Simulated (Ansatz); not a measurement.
A calculation with Ansatz (development build ahead of 0.2.0).

```yaml
crystal:
  periodic: [false, false, false]
  atoms:
    - { symbol: B, position_ang: [-0.02043, 0.00828, -0.04488] }
    - { symbol: F, position_ang: [0.85249, 0.79056, 0.79212] }
    - { symbol: F, position_ang: [0.85635, -0.79212, -0.80337] }
    - { symbol: F, position_ang: [-0.79522, 0.81867, -0.76333] }
    - { symbol: F, position_ang: [-0.82483, -0.79854, 0.7639] }
basis:
  gaussian: { orbitals: def2-TZVP }
total_charge: -1
hamiltonian:
  xc: hf
correlation:
  method: mp2
  frozen_orbitals: { B: 1, F: 1 }
```

The input is written out in the form of the current development build from the run's settings.

The run gave:

```yaml
Converged: yes
Reference_energy: -422.92553 hartree
Correlation_energy: -1.11201 hartree
Total_energy: -424.03754 hartree
Spin_squared_of_the_determinant: 0.000
```

Caution: no diffuse functions for an anion.
